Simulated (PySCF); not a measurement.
Ionisation energy of Fe by level of theory

Fe [Ar] 3d6 4s2 (5D) → Fe⁺ [Ar] 3d6 4s1 (6D), as a difference of total energies. Computed with PySCF 2.14 in aug-cc-pVDZ (7s6p4d2f, 59 functions), with the non-relativistic Hamiltonian (point nucleus). Correlated levels: valence: [Ar] frozen. The calculations carry no spin-orbit coupling.

```json
{"method": "UHF", "ionisation energy (eV)": "6.369"}
{"method": "MN15", "ionisation energy (eV)": "7.877"}
{"method": "MP2 (valence)", "ionisation energy (eV)": "7.394"}
{"method": "SCS-MP2 (valence)", "ionisation energy (eV)": "7.566"}
```

Q: How much does correlation contribute at MP2 (valence)?

A: 7.394 − (6.369) = 1.025 eV, measured against UHF.

These non-relativistic numbers lack the scalar-relativistic shift.

Errors of the correlated levels include the incompleteness of this basis and the frozen core.

MP2 underrates the near-degeneracy of ns² with np² in the lower species.

For comparison: 7.904 eV (measured; NIST levels, between the centres of gravity of the two terms).
